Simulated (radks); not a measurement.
The numbers below are computed, except where a source is named.
Ionisation of the iridium ion Ir+, [Xe] 4f14 5d7 6s1, to [Xe] 4f14 5d7 as the strength of local exchange is varied. Code: a radial shooting solver on a logarithmic mesh with Libxc functionals. Model: scalar-relativistic Kohn-Sham, Slater X-alpha exchange (alpha = 2/3 is LDA exchange), no correlation, spin-unpolarised, spherical densities, finite nucleus; Fermi nuclear charge, rms radius 5.4032 fm.

alpha = 0.617: E(Ir+) (hartree) -17781.2012; exchange (hartree) -302.8422; IE (eV) 16.285; -e of the level emptied (eV) 12.387 (6s); <r> of it (bohr) 2.749
alpha = 0.636: E(Ir+) (hartree) -17790.5794; exchange (hartree) -312.3429; IE (eV) 16.443; -e of the level emptied (eV) 12.538 (6s); <r> of it (bohr) 2.739
alpha = 0.667: E(Ir+) (hartree) -17805.8919; exchange (hartree) -327.8664; IE (eV) 16.702; -e of the level emptied (eV) 12.786 (6s); <r> of it (bohr) 2.722
alpha = 0.695: E(Ir+) (hartree) -17819.7347; exchange (hartree) -341.9115; IE (eV) 16.937; -e of the level emptied (eV) 13.011 (6s); <r> of it (bohr) 2.707
alpha = 0.83: E(Ir+) (hartree) -17886.6365; exchange (hartree) -409.9458; IE (eV) 18.094; -e of the level emptied (eV) 14.125 (6s); <r> of it (bohr) 2.636
alpha = 0.886: E(Ir+) (hartree) -17914.4661; exchange (hartree) -438.3214; IE (eV) 18.583; -e of the level emptied (eV) 14.600 (6s); <r> of it (bohr) 2.608
alpha = 1.03: E(Ir+) (hartree) -17986.2371; exchange (hartree) -511.7007; IE (eV) 19.868; -e of the level emptied (eV) 15.852 (6s); <r> of it (bohr) 2.538

NIST Atomic Spectra Database: 17.0 +/- 0.3 eV (semi-empirical). The Delta-SCF value meets it near alpha = 0.70. Spin polarisation and multiplet splitting are left out, so open shells lie too high by an amount that depends on their filling. Spin-orbit splitting is averaged out at the scalar-relativistic level.

Beside tabulated values, note that spin-unpolarised runs miss the spin-polarisation part of the exchange energy of open shells.
